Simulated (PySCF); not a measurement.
1,1,1-trifluoropropane (C3H5F3), SMILES CCC(F)(F)F.

Geometry optimised at TPSSh-D3(BJ)/def2-SVP.

Vertical ionisation energy (IE) and electron affinity (EA) in eV. Rows of orbital energies are one-electron estimates. Where ΔSCF, EOM or ADC give a negative EA the extra electron is unbound and the value depends on the basis.

| level | IE | EA |
|---|---|---|
| −ε(HOMO), −ε(LUMO), r2SCAN/def2-TZVP (PySCF) | 9.00 | -1.18 |
| −ε(HOMO), −ε(LUMO), PBE/def2-TZVP (PySCF) | 8.63 | -0.37 |
